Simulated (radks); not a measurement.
Results of a calculation; reference values are marked as such.
Question: Nb II, 40 electrons, occupied as [Kr] 4d4. Level of theory: Dirac Kohn-Sham, BLYP, spin-unpolarised, spherical densities, finite nucleus; open shells fill j = l - 1/2 first; Fermi nuclear charge, rms radius 4.324 fm (a radial shooting solver on a logarithmic mesh with Libxc functionals).

Spin-orbit splittings of the eigenvalues, e(l+1/2) - e(l-1/2), with zeta = 2 splitting/(2l+1) and mean radii in bohr:

shell  occ.  splitting (eV)  zeta (eV)  <r> j=l-1/2  <r> j=l+1/2
2p        6           95.84      63.89       0.1346       0.1391
3p        6           15.52      10.35       0.4387       0.4493
3d       10           2.890      1.156       0.4311       0.4346
4p        6               ?          ?        1.283        1.315
4d        4          0.1647    0.06590        2.069        2.094

Estimate the 4p splitting.

Answer: 2.108 eV (zeta = 1.405 eV).
